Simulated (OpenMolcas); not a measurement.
**Tc5+: moving or changing the point charges**

Tc5+ among 6 point charges of -1.5 e arranged as a tetragonal octahedron (D4h), 1.84 Å from the ion, with the axial distance 1.582 Å.
```
   1.8400    0.0000    0.0000  -1.50
   0.0000    1.8400    0.0000  -1.50
  -1.8400    0.0000    0.0000  -1.50
   0.0000   -1.8400    0.0000  -1.50
   0.0000    0.0000    1.5824  -1.50
   0.0000    0.0000   -1.5824  -1.50
```

* Program: OpenMolcas
* Method: CASSCF
* Basis: ANO-RCC-VDZP [6s5p3d1f]
* Scalar Hamiltonian: DKH2, point nucleus
* Active space: 2 electrons in 5 orbitals (4d)
* State averaging: 2S+1 = 3 even, 10 roots; 2S+1 = 1 even, 15 roots
* Spin-orbit coupling: state interaction with AMFI integrals over the reference wave functions

Runs around this geometry, states (labels of D4, the rotations of D4h). Energies in cm-1 above the lowest state or level, χT in cm3 K/mol.

```
R (Å)  q (e)  Axial / equatorial distance  Ground state  First state of that spin  First gap with spin-orbit (degeneracies)  χT at 300 K  First state of another spin
 1.84  -0.75                         0.86            3E                  3A2 1396                              187.1 (1, 1)        0.168                    1A1 13047
 1.69   -1.5                         0.86            3E                  3A2 4538                               70.9 (1, 1)        0.216                    1A1 10182
 1.84   -1.5                         0.86            3E                  3A2 3354                              106.5 (1, 1)        0.181                    1A1 11137
 2.03   -1.5                         0.86            3E                  3A2 2318                              152.5 (1, 1)        0.169                    1A1 12027
 1.84   -1.5                         0.93            3E                  3A2 1607                              169.6 (1, 1)        0.176                    1A1 13053
```

Taking the first state of the same spin as R^-n, n = -ln(2318 / 4538) / ln(2.03 / 1.69) = 3.7 between the shortest and longest distance.

Scaling the charges by -0.75 / -1.5 = 0.50 scales the first state of the same spin by 1396 / 3354 = 0.42; with fixed orbitals a first-order splitting would follow the charge.

An orbital doublet at a regular site is open to a Jahn-Teller distortion, which this geometry leaves out. Without dynamic correlation the repulsion within the d shell is too large (B by tens of per cent), so at a given field states of lower spin stand too high. This is an electrostatic model: the charges have no orbitals. No measured value stands beside these numbers.
